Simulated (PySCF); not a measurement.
C6H6FO (doublet state).
Structure used (GFN2-xTB), in Å, numbered top down from 1:
```
atom  x, y, z in Å
C1     2.2347    0.0336   -0.5973
C2     1.3710    0.9637    0.1373
F3     1.8740    1.1741    1.4193
C4    -0.0741    0.5352    0.2754
C5    -0.5455   -0.6233   -0.1824
C6    -1.9174   -1.0749   -0.0735
C7    -2.8975   -0.4128    0.4732
O8    -3.7878    0.1596    0.9470
H9     2.1781   -0.0118   -1.6651
H10    2.9243   -0.5878   -0.0639
H11    1.3766    1.9635   -0.3372
H12   -0.7052    1.2355    0.8034
H13    0.1240   -1.3054   -0.6882
H14   -2.1559   -2.0498   -0.4702
```

The hyperfine couplings belong to this conformer and change with its torsions.

Identity: `[CH2][C@H](F)/C=C/C=C=O` [radical].

Method: UKS B3LYP, pcH-1 on C F H O, non-relativistic, mean-field spin-orbit, GIAO (PySCF). One conformer (not necessarily the lowest) at the GFN2-xTB geometry, without solvent, vibrations or thermal averaging. A GFN2-xTB geometry isn't a minimum of the functional, and hyperfine couplings can be far from their values at a DFT geometry. The SCF solution wasn't tested for stability.

Problem. Give the principal g shifts and their parts.

Solution. 
```tsv
Δg (ppm)	1	2	3
relativistic mass correction	-141	-141	-141
gauge correction	12	34	28
orbital Zeeman/spin–orbit	-37	513	683
total	-165	406	571
```

So g = 2.00215, 2.00273, 2.00289 and g_iso = 2.00259; the tensor is rhombic: the two nearest values differ by 22 % of g3 − g1. Axes: g2 points within 13° of the C1–C2 bond.

Problem. How much does each term add to the isotropic shift?

Solution. The orbital-Zeeman/spin–orbit term 387, the mass correction -141 and the gauge correction 25 ppm, for a total of 271 ppm. The orbital-Zeeman/spin–orbit term is the largest in size. The mass correction is the same along every axis, so the anisotropy comes from the other two: their spans along these axes are 22 (gauge) and 720 ppm (orbital Zeeman/spin–orbit).

Problem. At 9.343 GHz, how far is the centre of the isotropic spectrum from where a free electron (g = 2.002319) resonates?

Solution. B = hν/(g μB) with μB/h = 13.99624 MHz/mT gives 333.38 mT for the free electron and 333.34 mT at g_iso, 0.05 mT lower.

Problem. In a frozen sample, at which fields do the three g values resonate at 9.5, 34, 94 and 263 GHz (hyperfine left aside), and which band first spreads them over more than twice a line width of 0.5 mT?

Solution. 
```json
{"band": "X", "GHz": "9.5", "B(g3) mT": "338.89", "B(g2) mT": "338.91", "B(g1) mT": "339.01", "spread mT": "0.12"}
{"band": "Q", "GHz": "34.0", "B(g3) mT": "1212.86", "B(g2) mT": "1212.96", "B(g1) mT": "1213.30", "spread mT": "0.45"}
{"band": "W", "GHz": "94.0", "B(g3) mT": "3353.20", "B(g2) mT": "3353.47", "B(g1) mT": "3354.43", "spread mT": "1.23"}
{"band": "J", "GHz": "263.0", "B(g3) mT": "9381.82", "B(g2) mT": "9382.59", "B(g1) mT": "9385.27", "spread mT": "3.45"}
```

The spread grows in proportion to the frequency. W band is the first where it exceeds 1.0 mT.

The largest Mulliken spin populations are on C1 (+1.07) and C2 (-0.07). C1 is the only atom above +0.15. The positive populations add up to 1.17 and the negative ones to -0.17, together 2S = 1. The angles at C1 add up to 360.0°, so it is planar; its axial dipolar tensor and the negative couplings of its protons fit spin in a p orbital normal to that plane.

The HOMO–LUMO gaps are 4.50 eV among the α and 4.03 eV among the β orbitals.
